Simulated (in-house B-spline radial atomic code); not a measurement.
Ionisation energies with and without relativity, with size and susceptibility from the Dirac run. Dirac energy differences include first-order Breit, QED and recoil terms. NIST's values go from ground level to ground level; the uncertainty of those that are theory runs from under 0.1 % in few-electron ions to several per cent in heavy many-electron ones. Computed with an all-electron radial atomic-structure program (B-spline basis): non-relativistic Hartree-Fock and Dirac-Hartree-Fock, averages of the configuration (point nuclei without relativity, finite nuclei with it).

| ion | configuration | configuration after | ionisation non-relativistic (eV) | ionisation Dirac Breit and QED (eV) | tabulated value (eV) | tabulated kind | radius at density 0.001 (bohr) | diamagnetic susceptibility (10⁻⁶ cm³/mol) |
| --- | --- | --- | --- | --- | --- | --- | --- | --- |
| K4+ | [Ne] 3s2 3p3 | [Ne] 3s2 3p2 | 78.99 | 79.01 | 82.66 | semi-empirical | 2.725 | -7.775 |
| Ca4+ | [Ne] 3s2 3p4 | [Ne] 3s2 3p3 | 85.29 | 85.32 | 84.34 | semi-empirical | 2.655 | -8.0547 |
| Sc4+ | [Ne] 3s2 3p5 | [Ne] 3s2 3p4 | 91.71 | 91.75 | 91.95 | semi-empirical | 2.584 | -8.2126 |
| Ti4+ | [Ne] 3s2 3p6 | [Ne] 3s2 3p5 | 98.25 | 98.30 | 99.299 | measured | 2.515 | -8.2842 |
| V4+ | [Ar] 3d1 | [Ne] 3s2 3p6 | ? | ? | ? | measured | ? | ? |
| Cr4+ | [Ar] 3d2 | [Ar] 3d1 | 67.40 | 67.10 | 69.46 | semi-empirical | 2.516 | -8.6125 |
| Mn4+ | [Ar] 3d3 | [Ar] 3d2 | 70.27 | 69.93 | 72.41 | semi-empirical | 2.498 | -8.6691 |
| Fe4+ | [Ar] 3d4 | [Ar] 3d3 | 73.07 | 72.71 | 75 | semi-empirical | 2.475 | -8.6804 |
| Co4+ | [Ar] 3d5 | [Ar] 3d4 | ? | ? | ? | semi-empirical | ? | ? |
| Ni4+ | [Ar] 3d6 | [Ar] 3d5 | 78.54 | 78.10 | 76.06 | semi-empirical | 2.419 | -8.6128 |
| Cu4+ | [Ar] 3d7 | [Ar] 3d6 | 81.21 | 80.72 | 79.8 | semi-empirical | 2.389 | -8.5494 |
| Zn4+ | [Ar] 3d8 | [Ar] 3d7 | 83.84 | 83.31 | 82.6 | semi-empirical | 2.359 | -8.4729 |
| Ga4+ | [Ar] 3d9 | [Ar] 3d8 | 86.44 | 85.86 | 86.01 | semi-empirical | 2.33 | -8.3872 |
| Ge4+ | [Ar] 3d10 | [Ar] 3d9 | 89.00 | 88.38 | 90.5 | measured | 2.301 | -8.2947 |
| As4+ | [Ar] 3d10 4s1 | [Ar] 3d10 | 60.82 | 61.66 | 62.77 | measured | 2.862 | -9.9091 |
| Se4+ | [Ar] 3d10 4s2 | [Ar] 3d10 4s1 | ? | ? | ? | semi-empirical | ? | ? |
| Br4+ | [Ar] 3d10 4s2 4p1 | [Ar] 3d10 4s2 | 58.17 | 58.32 | 59.595 | measured | 3.063 | -12.591 |
| Kr4+ | [Ar] 3d10 4s2 4p2 | [Ar] 3d10 4s2 4p1 | 62.30 | 62.48 | 64.69 | semi-empirical | 3.071 | -13.637 |

Fill in the row of V4+.

ionisation non-relativistic (eV): 64.47; ionisation Dirac Breit and QED (eV): 64.20; tabulated value (eV): 65.28165; radius at density 0.001 (bohr): 2.523; diamagnetic susceptibility (10⁻⁶ cm³/mol): -8.4929.

Fill in the row of Co4+.

ionisation non-relativistic (eV): 75.83; ionisation Dirac Breit and QED (eV): 75.43; tabulated value (eV): 79.5; radius at density 0.001 (bohr): 2.448; diamagnetic susceptibility (10⁻⁶ cm³/mol): -8.6586.

Fill in the row of Se4+.

ionisation non-relativistic (eV): 64.64; ionisation Dirac Breit and QED (eV): 65.56; tabulated value (eV): 68.3; radius at density 0.001 (bohr): 2.966; diamagnetic susceptibility (10⁻⁶ cm³/mol): -11.174.
